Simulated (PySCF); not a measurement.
# Working out the ionisation energy of Cr+

Cr+ [Ar] 3d5 (6S) → Cr(2+) [Ar] 3d4 (5D). All numbers are calculated (PySCF 2.14, scalar relativity by spin-free X2C-1e, in x2c-TZVPPall with one added diffuse shell each of s, p, d, f type (7s6p5d3f1g, 80 functions)). Frozen: [Ne]. Energies in hartree (1 hartree = 27.21139 eV):

```tsv
part	Cr+ (lower)	Cr(2+) (upper)
UHF	-1049.422492	-1048.871238
MP2 opposite-spin	-0.234019	-0.215435
MP2 same-spin	-0.152822	-0.110226
```

Problem. What does Hartree-Fock give?

Solution. (-1048.871238) − (-1049.422492) = 0.551254 hartree = 15.000 eV.

Problem. What do MP2 and SCS-MP2 (6/5 opposite-spin, 1/3 same-spin) give?

Solution. The opposite-spin parts differ by 0.506 eV and the same-spin parts by 1.159 eV. MP2: 15.000 + (0.506) + (1.159) = 16.665 eV. SCS-MP2: 15.000 + 1.2 × (0.506) + (1.159)/3 = 15.994 eV.

A first-order spin-orbit estimate adds -0.046 eV to MP2 (valence and next inner shell), giving 16.619 eV against 16.486 eV (measured; NIST Atomic Spectra Database, ionization energies).

What remains against the reference includes basis incompleteness, the frozen core and correlation beyond second order.
